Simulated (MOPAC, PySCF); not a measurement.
boron nitride flake of 7 rings (coronene shape) `B1NB2NBN3BNB4NBN5BNB6NBN1B1N2B3N4B5N61`, neutral singlet in the gas phase. The geometry has D3h symmetry (within 0.05 Å) and had no frequency check at the DFT level, so a distortion to lower symmetry isn't ruled out.

Cartesian coordinates (Å):
```xyz
36

B     -3.7548     0.7212     0.0019
N     -3.7236    -0.6973     0.0018
B     -2.4995    -1.4451     0.0010
N     -2.4622    -2.8790     0.0008
B     -1.2485    -3.6138    -0.0001
N      0.0017    -2.8974    -0.0008
B      1.2528    -3.6123    -0.0019
N      2.4657    -2.8760    -0.0024
B      2.5012    -1.4421    -0.0017
N      3.7244    -0.6928    -0.0019
B      3.7539     0.7257    -0.0013
N      2.5084     1.4502    -0.0006
B      2.5020     2.8911    -0.0001
N      1.2579     3.5733     0.0004
B     -0.0017     2.8872     0.0007
N     -1.2622     3.5718     0.0012
B     -2.5054     2.8881     0.0015
N     -2.5101     1.4472     0.0014
B     -1.2521     0.7219     0.0007
N     -1.2485    -0.7218     0.0004
B      0.0009    -1.4453    -0.0004
N      1.2494    -0.7203    -0.0008
B      1.2513     0.7234    -0.0004
N     -0.0009     1.4422     0.0003
H     -4.8111     1.3089     0.0025
H     -4.6073    -1.1895     0.0022
H     -3.3297    -3.3993     0.0013
H     -1.2662    -4.8225    -0.0004
H      1.2720    -4.8210    -0.0025
H      3.3338    -3.3953    -0.0031
H      4.6087    -1.1840    -0.0024
H      4.8095     1.3147    -0.0014
H      3.5391     3.5121    -0.0002
H      1.2735     4.5848     0.0007
H     -1.2790     4.5833     0.0013
H     -3.5433     3.5078     0.0020
```
Charge 0, multiplicity 1.

All levels are single points at this geometry (PBE0-D3(BJ)/def2-SVP); Pople sets use spherical d functions. Orbital energies aren't observables, and empty levels follow the basis.

| level | HOMO (eV) | LUMO (eV) | gap (eV) | dipole (D) | vertical IE, Delta-SCF (eV) |
|---|---|---|---|---|---|
| CAM-B3LYP-D3(BJ)/def2-SVP in PySCF | -8.46 | 1.31 | 9.76 | 0.00 | 8.95 |
| PBE0-D3(BJ)/def2-SVP in PySCF | -7.26 | 0.11 | 7.37 | 0.00 | 8.57 |
| HF/STO-3G in PySCF | -7.77 | 7.57 | 15.34 | 0.00 | – |
| AM1 in MOPAC | -9.44 | 1.13 | 10.57 | 0.00 | – |
| PM3 in MOPAC | -8.52 | 0.10 | 8.61 | 0.00 | – |
| PM6 in MOPAC | -9.07 | 0.48 | 9.55 | 0.00 | – |
| PM7 in MOPAC | -8.79 | -1.15 | 7.64 | 0.00 | – |
